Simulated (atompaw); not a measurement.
## Logarithmic derivatives: F (Z = 9), PAW (atompaw)

F (Z = 9), PAW, made with atompaw 4.2.0.5 (PBE, scalar-relativistic). Core [He], reference 2s2 2p5. Waves: 2s (bound): rc 1.40 bohr; 2s channel at 2.4 Ry: rc 0.55 bohr; 2p (bound): rc 1.40 bohr; 2p channel at -0.45 Ry: rc 1.40 bohr. Local part: ultrasoft scheme with l = 2 at 0 Ry, radius 1.00 bohr. Core correction: smooth core density matched at 0.90 bohr. Augmentation charge: besselshape compensation charge, radius 1.10 bohr; PAW radius 1.40 bohr; waves and projectors: custom polynom2 7 10 vanderbiltortho.

The phase is arctan(r·u′/u) with u = r·R(r), unwrapped; energies in Ry, scanned from -4 to 5 Ry. A pole is an energy at which the radial function vanishes at the test radius. The pseudo phase is shifted by a multiple of π to meet the all-electron one at the reference energy, and phase errors are pseudo minus all-electron; the curves can meet again beyond the range given. Levels narrower than the energy grid can be missing from the lists of poles.

**Question.** For each channel, where are the poles, and over which energies does the pseudopotential scatter like the atom?

**Answer.**

```tsv
channel	radius (bohr)	reference energy (Ry)	poles, all-electron	poles, pseudo	unbroken range about the reference energy with phases within 0.05 rad	phase error 1 Ry above the reference energy (rad)
s	1.40	-2.20	-0.41	-0.41	above -2.5	+0.001
p	1.40	-0.82	0.80	0.80	the whole range	+0.000
```

Phases in the p channel:

```
E (Ry)  all-electron  pseudo
 -4.00         1.150   1.150
 -3.52         1.103   1.103
 -3.04         1.036   1.036
 -2.56         0.930   0.931
 -2.08         0.744   0.744
 -1.60         0.362   0.362
 -1.12        -0.357  -0.357
 -0.64        -0.995  -0.995
 -0.16        -1.309  -1.309
  0.32        -1.472  -1.472
  0.80        -1.571  -1.571
  1.28        -1.641  -1.640
  1.76        -1.696  -1.695
  2.24        -1.743  -1.742
  2.72        -1.787  -1.786
  3.20        -1.832  -1.830
  3.68        -1.879  -1.876
  4.16        -1.933  -1.928
  4.64        -1.996  -1.988
```
